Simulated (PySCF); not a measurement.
## Radial density of Pb²⁺ (lead, charge +2)

wB97X-V, [Xe] 4f14 5d10 6s2, closed-shell 1S. All numbers are calculated (PySCF 2.14, the spin-free X2C one-electron Hamiltonian (Gaussian nucleus), in x2c-TZVPPall (11s7p6d3f, 83 functions)).

```csv
r (bohr),4πr²ρ (e/bohr)
0.0129,113.8
0.0216,101.1
0.0364,138.3
0.0612,145.1
0.103,126.8
0.173,125.7
0.291,88.11
0.489,65.60
0.823,25.82
1.38,11.33
2.33,2.133
3.92,0.1000
6.59,0.0005850
```

Densities and radii are taken from the X2C orbitals without a picture-change correction, which distorts them close to the nucleus.

Spin-orbit coupling, which splits the p, d and f shells strongly at this Z, is absent.
